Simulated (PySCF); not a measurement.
PySCF input for C4H12Ta, SMILES [CH3][Ta]([CH3])([CH3])[CH3] (connectivity only; charge and spin as stated), neutral, multiplicity 2, PBE-D3(BJ)/def2-SVP. Geometry optimised at PBE-D3(BJ)/def2-SVP. The geometry has at least one imaginary mode, so it is a saddle point at that level. The spin state was assumed, not searched. The def2 effective core potentials stand for the cores of Ta; spin–orbit coupling is left out.

```python
import numpy as np
from pyscf import gto, scf, dft, df
from pyscf.hessian import thermo

mol = gto.M(
    atom='''
    Ta   -0.00000000   -0.00000000   -0.00000000
    C     1.22486886   -1.22486884    1.27874072
    C     1.22486883    1.22486884   -1.27874076
    C    -1.22486882    1.22486885    1.27874076
    C    -1.22486887   -1.22486884   -1.27874071
    H     1.93840305   -0.66395206    1.92557781
    H     0.66395210   -1.93840301    1.92557784
    H     1.83642918   -1.83642918    0.57042761
    H     1.93840297    0.66395205   -1.92557790
    H     1.83642917    1.83642916   -0.57042768
    H     0.66395203    1.93840301   -1.92557787
    H    -1.93840297    0.66395208    1.92557789
    H    -1.83642916    1.83642918    0.57042768
    H    -0.66395202    1.93840302    1.92557786
    H    -0.66395210   -1.93840302   -1.92557784
    H    -1.93840306   -0.66395206   -1.92557782
    H    -1.83642919   -1.83642917   -0.57042760
    ''',
    basis='def2-SVP',
    ecp={'Ta': 'def2-svp'},
    charge=0,
    spin=1,
    max_memory=1600,
    verbose=3,
)
mf = dft.UKS(mol, xc='pbe').density_fit(auxbasis='def2-universal-jkfit')
mf.disp = 'd3bj'
mf.grids.level = 3
mf.conv_tol = 1e-11
mf.max_cycle = 100
mf.kernel()
fine, coarse = mf.grids, dft.Grids(mol).set(level=1).build(with_non0tab=True)
for _ in range(3):  # follow internal instabilities
    mf.grids = coarse
    mo, _, stable, _ = mf.stability(return_status=True, nroots=4)
    mf.grids = fine
    if stable:
        break
    mf.kernel(mf.make_rdm1(mo, mf.mo_occ))

# analytic Hessian; the response equations are solved on a coarser grid
h, args, fine = mf.Hessian(), (mf.mo_energy, mf.mo_coeff, mf.mo_occ), mf.grids
h.max_memory = max(150, 2.5e-5 * df.make_auxmol(mol, mf.with_df.auxbasis).nao * mol.nelec[0] * (mol.nelec[0] + mol.nao))  # MB; small integral blocks
h1ao = h.make_h1(mf.mo_coeff, mf.mo_occ)
mf.grids = dft.Grids(mol).set(level=1).build(with_non0tab=True)
mo1, mo_e1 = h.solve_mo1(*args, h1ao)
mf.grids = fine
hess = h.hess_elec(*args, mo1, mo_e1, h1ao) + h.hess_nuc()
if mf.do_disp():
    hess += h.get_dispersion()
for i in range(mol.natm):  # the analytic DFT Hessian lacks the response of the grid: restore translational invariance
    hess[i, i] -= hess[i].sum(axis=0)
hess = (hess + hess.transpose(1, 0, 3, 2)) / 2
vib = thermo.harmonic_analysis(mol, hess, imaginary_freq=False)
thermo.dump_normal_mode(mol, vib)
th = thermo.thermo(mf, vib['freq_au'][vib['freq_au'] > 0], 298.15, 101325)
thermo.dump_thermo(mol, th)
g0 = mf.nuc_grad_method().set(verbose=0).kernel()

# dipole derivatives [dipole axis, atom, xyz] from the same response
r, irp = mol.intor('int1e_r'), mol.intor('int1e_irp').reshape(3, 3, mol.nao, mol.nao)
sl, dm0, ok = mol.aoslice_by_atom(), np.array(mf.make_rdm1()), []
dmu = np.einsum('a,xt->xat', mol.atom_charges(), np.eye(3))
for a, (_, _, p0, p1) in enumerate(sl):
    dmu[:, a] += 2 * np.einsum('xtij,ij->xt', irp[:, :, :, p0:p1], dm0.reshape(-1, mol.nao, mol.nao).sum(0)[:, p0:p1])
    for u, c, occ, f in zip(mo1, mf.mo_coeff, mf.mo_occ, (2, 2)):
        dmu[:, a] -= f * np.einsum('tui,xuv,vi->xt', u[a], r, c[:, occ > 0], optimize=True)
L = vib['norm_mode']
ir = 974.8801 * (np.einsum('xat,kat->kx', dmu, L) ** 2).sum(1)       # km/mol
apt = np.einsum('xax->a', dmu) / 3
print('mode   freq/cm-1   IR/(km/mol)')
for k, w in enumerate(vib['freq_wavenumber']):
    print(f'{k + 1:4d} {w:11.2f} {ir[k]:13.3f}')
print('max |gradient| / (hartree/bohr):', abs(g0).max())
print('APT charges:', apt.round(4))
```

It prints:

```

WARN: HOMO -0.471453767586785 >= LUMO -0.471453767586784

converged SCF energy = -216.29267604432  <S^2> = 0.75420998  2S+1 = 2.0042056
<class 'pyscf.df.df_jk.DFUKS'> wavefunction is stable in the internal stability analysis

WARN: DFTD3 does not support analytical Hessian, using finite difference


WARN: Mole.unit (angstrom) is changed to Bohr

Mode                                 0                   1                   2
Irrep
Freq [cm^-1]                      -52.7121            107.1499            107.1502
Reduced mass [au]                   2.6934              2.3608              2.3608
Force const [Dyne/A]               -0.0044              0.0160              0.0160
Char temp [K]                     -75.8409            154.1649            154.1653
Normal mode                   x     y     z       x     y     z       x     y     z
       0  Ta                -0.00 -0.00  0.00   -0.02  0.02  0.00    0.02  0.02  0.00
       1   C                 0.08  0.08 -0.00    0.02 -0.02 -0.08   -0.09 -0.08  0.00
       2   C                 0.08 -0.08 -0.00    0.08 -0.09 -0.00   -0.02 -0.02 -0.08
       3   C                -0.08 -0.08 -0.00    0.02 -0.02  0.08   -0.09 -0.08 -0.00
       4   C                -0.08  0.08 -0.00    0.08 -0.09  0.00   -0.02 -0.02  0.08
       5   H                 0.04  0.14 -0.00    0.06 -0.06 -0.09   -0.15 -0.16  0.14
       6   H                 0.14  0.04  0.00    0.06 -0.06 -0.09   -0.16 -0.15 -0.14
       7   H                 0.13  0.13 -0.00   -0.03  0.03 -0.16   -0.01 -0.01  0.00
       8   H                 0.04 -0.14  0.00    0.15 -0.16  0.14   -0.06 -0.06 -0.09
       9   H                 0.13 -0.13 -0.00    0.01 -0.01 -0.00    0.03  0.03 -0.16
      10   H                 0.14 -0.04 -0.00    0.16 -0.15 -0.14   -0.06 -0.06 -0.09
      11   H                -0.04 -0.14 -0.00    0.06 -0.06  0.09   -0.15 -0.16 -0.14
      12   H                -0.13 -0.13 -0.00   -0.03  0.03  0.16   -0.01 -0.01 -0.00
[...]
       9   H                 0.07  0.07 -0.17   -0.05 -0.05  0.12   -0.05 -0.05  0.12
      10   H                -0.15  0.24  0.36    0.11 -0.17 -0.26    0.11 -0.17 -0.26
      11   H                 0.04 -0.03  0.02    0.17  0.11  0.26   -0.17 -0.11 -0.26
      12   H                 0.06  0.06  0.00    0.05 -0.05 -0.12   -0.05  0.05  0.12
      13   H                -0.03  0.04 -0.03   -0.11 -0.17  0.26    0.11  0.17 -0.26
      14   H                -0.15  0.24 -0.36   -0.11  0.17 -0.26   -0.11  0.17 -0.26
      15   H                 0.24 -0.15 -0.36    0.17 -0.11 -0.26    0.17 -0.11 -0.26
      16   H                 0.07  0.07  0.17    0.05  0.05  0.12    0.05  0.05  0.12
Mode                                33                  34                  35
Irrep
Freq [cm^-1]                     2902.6774           2902.8211           2902.8213
Reduced mass [au]                   1.0341              1.0338              1.0338
Force const [Dyne/A]                5.1333              5.1323              5.1323
Char temp [K]                    4176.3066           4176.5133           4176.5136
Normal mode                   x     y     z       x     y     z       x     y     z
       0  Ta                 0.00  0.00  0.00    0.00  0.00 -0.00   -0.00  0.00  0.00
       1   C                 0.02 -0.02  0.01   -0.00 -0.00 -0.00   -0.02  0.02 -0.01
       2   C                -0.02 -0.02  0.01    0.02  0.02 -0.01    0.00 -0.00  0.00
       3   C                -0.02  0.02  0.01   -0.00 -0.00  0.00   -0.02  0.02  0.01
       4   C                 0.02  0.02  0.01    0.02  0.02  0.01    0.00 -0.00 -0.00
       5   H                -0.16 -0.14 -0.15    0.00  0.00  0.00    0.24  0.20  0.21
       6   H                 0.14  0.16 -0.15    0.00  0.00 -0.00   -0.20 -0.24  0.21
       7   H                -0.17  0.17  0.21    0.00 -0.00 -0.00    0.24 -0.24 -0.29
       8   H                 0.16 -0.14 -0.15   -0.24  0.20  0.21   -0.00  0.00  0.00
       9   H                 0.17  0.17  0.21   -0.24 -0.24 -0.29    0.00  0.00  0.00
      10   H                -0.14  0.16 -0.15    0.20 -0.24  0.21   -0.00  0.00 -0.00
      11   H                 0.16  0.14 -0.15    0.00  0.00 -0.00    0.24  0.20 -0.21
      12   H                 0.17 -0.17  0.21    0.00 -0.00  0.00    0.24 -0.24  0.29
      13   H                -0.14 -0.16 -0.15    0.00  0.00  0.00   -0.20 -0.24 -0.21
      14   H                 0.14 -0.16 -0.15    0.20 -0.24 -0.21   -0.00  0.00  0.00
      15   H                -0.16  0.14 -0.15   -0.24  0.20 -0.21   -0.00  0.00 -0.00
      16   H                -0.17 -0.17  0.21   -0.24 -0.24  0.29    0.00  0.00 -0.00
Mode                                36                  37                  38
Irrep
Freq [cm^-1]                     2907.6429           2996.2630           2996.3131
Reduced mass [au]                   1.0347              1.0956              1.0974
Force const [Dyne/A]                5.1542              5.7954              5.8049
Char temp [K]                    4183.4507           4310.9553           4311.0274
Normal mode                   x     y     z       x     y     z       x     y     z
       0  Ta                 0.00  0.00  0.00    0.00  0.00 -0.00   -0.00 -0.00  0.00
       1   C                 0.02 -0.02  0.01   -0.01  0.01  0.04    0.00  0.00  0.00
       2   C                 0.02  0.02 -0.01   -0.01 -0.01 -0.04   -0.02 -0.02 -0.05
       3   C                -0.02  0.02  0.01    0.01 -0.01  0.04    0.00  0.00 -0.00
       4   C                -0.02 -0.02 -0.01    0.01  0.01 -0.04   -0.02 -0.02  0.05
       5   H                -0.16 -0.14 -0.15   -0.15 -0.11 -0.12   -0.03 -0.03 -0.03
       6   H                 0.14  0.16 -0.15    0.11  0.15 -0.12   -0.02 -0.03  0.03
       7   H                -0.18  0.18  0.21    0.20 -0.20 -0.22    0.00 -0.00 -0.00
       8   H                -0.16  0.14  0.15   -0.15  0.11  0.12   -0.20  0.15  0.17
       9   H                -0.18 -0.18 -0.21    0.20  0.20  0.22    0.28  0.28  0.32
      10   H                 0.14 -0.16  0.15    0.11 -0.15  0.12    0.15 -0.20  0.17
      11   H                 0.16  0.14 -0.15    0.15  0.11 -0.12   -0.03 -0.03  0.03
      12   H                 0.18 -0.18  0.21   -0.20  0.20 -0.22    0.00 -0.00  0.00
      13   H                -0.14 -0.16 -0.15   -0.11 -0.15 -0.12   -0.02 -0.03 -0.03
      14   H                -0.14  0.16  0.15   -0.11  0.15  0.12    0.15 -0.20 -0.17
      15   H                 0.16 -0.14  0.15    0.15 -0.11  0.12   -0.20  0.15 -0.17
      16   H                 0.18  0.18 -0.21   -0.20 -0.20  0.22    0.28  0.28 -0.32
Mode                                39                  40                  41
Irrep
Freq [cm^-1]                     2996.3132           2997.0192           2997.6730
Reduced mass [au]                   1.0974              1.1057              1.0958
Force const [Dyne/A]                5.8049              5.8517              5.8017
Char temp [K]                    4311.0276           4312.0434           4312.9841
Normal mode                   x     y     z       x     y     z       x     y     z
       0  Ta                 0.00 -0.00 -0.00    0.00  0.00 -0.00   -0.00 -0.00 -0.00
       1   C                 0.02 -0.02 -0.05    0.03  0.03 -0.00    0.01 -0.01 -0.04
       2   C                -0.00  0.00 -0.00    0.03 -0.03  0.00   -0.01 -0.01 -0.04
       3   C                 0.02 -0.02  0.05   -0.03 -0.03 -0.00   -0.01  0.01 -0.04
       4   C                -0.00  0.00  0.00   -0.03  0.03 -0.00    0.01  0.01 -0.04
       5   H                 0.20  0.15  0.17   -0.21 -0.17 -0.20    0.15  0.11  0.12
       6   H                -0.15 -0.20  0.17   -0.17 -0.21  0.20   -0.11 -0.15  0.12
       7   H                -0.28  0.28  0.32    0.01  0.01  0.00   -0.20  0.20  0.22
       8   H                 0.03 -0.02 -0.03   -0.21  0.17  0.20   -0.15  0.11  0.12
       9   H                 0.00  0.00  0.00    0.01 -0.01 -0.00    0.20  0.20  0.22
      10   H                 0.03 -0.03  0.03   -0.17  0.21 -0.20    0.11 -0.15  0.12
      11   H                 0.20  0.15 -0.17    0.21  0.17 -0.20   -0.15 -0.11  0.12
      12   H                -0.28  0.28 -0.32   -0.01 -0.01  0.00    0.20 -0.20  0.22
      13   H                -0.15 -0.20 -0.17    0.17  0.21  0.20    0.11  0.15  0.12
      14   H                 0.03 -0.03 -0.03    0.17 -0.21 -0.20   -0.11  0.15  0.12
      15   H                 0.03 -0.02  0.03    0.21 -0.17  0.20    0.15 -0.11  0.12
      16   H                 0.00  0.00 -0.00   -0.01  0.01  0.00   -0.20 -0.20  0.22
Mode                                42                  43                  44
Irrep
Freq [cm^-1]                     3002.5993           3005.1991           3005.1992
Reduced mass [au]                   1.1011              1.1012              1.1012
Force const [Dyne/A]                5.8488              5.8598              5.8598
Char temp [K]                    4320.0719           4323.8124           4323.8126
Normal mode                   x     y     z       x     y     z       x     y     z
       0  Ta                 0.00  0.00  0.00    0.00 -0.00  0.00   -0.00 -0.00  0.00
       1   C                 0.03  0.03 -0.00    0.00 -0.00 -0.01   -0.04 -0.04 -0.00
       2   C                -0.03  0.03  0.00    0.04 -0.04  0.00   -0.00 -0.00 -0.01
       3   C                -0.03 -0.03  0.00    0.00 -0.00  0.01   -0.04 -0.04  0.00
       4   C                 0.03 -0.03 -0.00    0.04 -0.04 -0.00   -0.00 -0.00  0.01
       5   H                -0.21 -0.17 -0.20    0.01  0.01  0.01    0.30  0.23  0.28
       6   H                -0.17 -0.21  0.20   -0.02 -0.03  0.02    0.23  0.30 -0.28
       7   H                 0.01  0.01  0.00   -0.03  0.03  0.04   -0.01 -0.01  0.00
       8   H                 0.21 -0.17 -0.20   -0.30  0.23  0.28   -0.03  0.02  0.02
       9   H                -0.01  0.01 -0.00    0.01 -0.01 -0.00    0.03  0.03  0.04
      10   H                 0.17 -0.21  0.20   -0.23  0.30 -0.28    0.01 -0.01  0.01
      11   H                 0.21  0.17 -0.20    0.01  0.01 -0.01    0.30  0.23 -0.28
      12   H                -0.01 -0.01  0.00   -0.03  0.03 -0.04   -0.01 -0.01 -0.00
      13   H                 0.17  0.21  0.20   -0.02 -0.03 -0.02    0.23  0.30  0.28
      14   H                -0.17  0.21  0.20   -0.23  0.30  0.28    0.01 -0.01 -0.01
      15   H                -0.21  0.17 -0.20   -0.30  0.23 -0.28   -0.03  0.02 -0.02
      16   H                 0.01 -0.01  0.00    0.01 -0.01  0.00    0.03  0.03 -0.04
temperature 298.1500 [K]
pressure 101325.00 [Pa]
Rotational constants [GHz] 2.46272 2.37962 2.37962
Symmetry number 4
Zero-point energy (ZPE) 0.13173 [Eh]   345849.630 [J/mol]
                           tot       elec      trans        rot        vib
Entropy [J/mol/K]       423.035      5.763    177.155    103.681    136.436
Cv [J/mol/K]            161.225      0.000     12.472     12.472    136.282
Cp [J/mol/K]            169.539      0.000     20.786     12.472    136.282
Internal energy [J/mol]                      3718.434   3718.434 367940.035
Internal energy [Eh]   -216.14970  -216.29268
Enthalpy [J/mol]                             6197.391   3718.434 367940.035
Enthalpy [Eh]          -216.14876
Gibbs free energy [J/mol]                  -46621.389 -27194.049 327261.550
Gibbs free energy [Eh] -216.19680
mode   freq/cm-1   IR/(km/mol)
   1      -52.71         0.000
   2      107.15         0.727
   3      107.15         0.727
   4      115.48         0.123
   5      135.58         0.000
   6      135.65         0.000
   7      141.59         2.660
   8      141.59         2.660
   9      142.21         0.000
  10      383.68         0.047
  11      401.68         3.097
  12      401.68         3.097
  13      463.68         0.000
  14      474.70         0.000
  15      504.17        38.766
  16      504.17        38.766
  17      511.36         0.000
  18      545.77         0.000
  19      568.06        72.570
  20      595.33        41.418
  21      595.33        41.419
  22     1126.35         0.089
  23     1128.74        12.783
  24     1128.74        12.783
  25     1139.06         0.000
  26     1315.93         0.000
  27     1321.33         4.196
  28     1321.33         4.196
  29     1326.40         0.000
  30     1352.39        13.510
  31     1352.39        13.510
  32     1358.35         0.000
  33     1361.96        10.517
  34     2902.68         2.976
  35     2902.82         4.415
  36     2902.82         4.415
  37     2907.64         0.000
  38     2996.26         0.000
  39     2996.31         2.101
  40     2996.31         2.101
  41     2997.02         0.000
  42     2997.67        48.683
  43     3002.60         0.000
  44     3005.20        11.488
  45     3005.20        11.488
max |gradient| / (hartree/bohr): 2.3622624539839765e-05
APT charges: [ 1.3083 -0.3072 -0.3072 -0.3072 -0.3072 -0.0145 -0.0145  0.009  -0.0145
  0.009  -0.0145 -0.0145  0.009  -0.0145 -0.0145 -0.0145  0.009 ]
```

The calculation finished and met its thresholds. The end point has an imaginary mode, so it is no minimum.
